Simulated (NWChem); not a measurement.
Species: GeHI, singlet; SMILES [GeH][I]

Computed with NWChem. Low-valent species are run as closed-shell singlets; no triplet was tried in these runs. The geometry was optimised at PBE0/def2-SVP. Not confirmed as a minimum by frequencies. def2 effective core potentials on I; no spin-orbit coupling. Ions are spin-unrestricted doublets at the neutral geometry; other ion states weren't tried.

For level PBE0/def2-SVP:

| Item | Value |
|---|---|
| vertical ionisation energy, ΔSCF (eV) | 9.01 |
| −ε(HOMO) (eV) | 6.85 |

### Question
What are these values for level PBE/def2-SVP?

### Answer
The vertical ionisation energy, ΔSCF (eV) comes out as 8.79. The −ε(HOMO) (eV) comes out as 5.78.
